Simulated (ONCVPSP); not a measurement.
**Ranking ONCV potentials for Ti (Z = 22)**

All share these settings but for the change named:

ONCVPSP 4.0.1 input, shortened (lines: element, Z, core and valence counts, functional; n l f; lmax; l rc ep ncon nbas qcut; lloc lpopt rc5 dvloc0; l nproj debl; icmod fcfact rcfact), PBEsol, scalar-relativistic:

```
  Ti 22.00    3    3  -116133      upf
    1    0    2.00
    2    0    2.00
    2    1    6.00
    3    0    2.00
    3    1    6.00
    3    2    2.00
    2
    0    0.95    0.00    3    7    6.00
    1    1.35    0.00    5    9   13.00
    2    1.55    0.00    5   10   10.70
    4    4    0.90    6.00
    0    2    1.70
    1    2    4.00
    2    2    2.40
    1    0.70    0.00
```

In the s channel the program set the typed energies aside and used -2.878, 0.250 Ha.

Cutoff: the first of the cutoffs (Ha) at which the residual kinetic energy of the hardest occupied pseudo-wave falls to 1 and 0.1 mHa per electron; the density cutoff is not measured.

Of 7 variants that were run, those that failed, showed a ghost or another fault, or gave nearly equal values are left out.

Task: Rank these variants from softest to hardest (loose cutoff).
A. all radii but the core radius scaled by about 0.84 (s 0.80, p 1.14, d 1.30 bohr); local potential polynomial inside 0.76 bohr (lpopt 4, dvloc0 6 Ha)
B. all radii but the core radius scaled by about 1.23 (s 1.16, p 1.66, d 1.90 bohr); local potential polynomial inside 1.10 bohr (lpopt 4, dvloc0 6 Ha)
C. all radii but the core radius scaled by about 1.17 (s 1.12, p 1.58, d 1.82 bohr); local potential polynomial inside 1.06 bohr (lpopt 4, dvloc0 6 Ha)
D. all radii but the core radius scaled by about 1.32 (s 1.26, p 1.78, d 2.06 bohr); local potential polynomial inside 1.20 bohr (lpopt 4, dvloc0 6 Ha)
E. all radii but the core radius scaled by about 0.77 (s 0.74, p 1.04, d 1.20 bohr); local potential polynomial inside 0.70 bohr (lpopt 4, dvloc0 6 Ha)

Result: D (32 Ha), B (81 Ha), C (95 Ha), E (159 Ha), A (189 Ha).
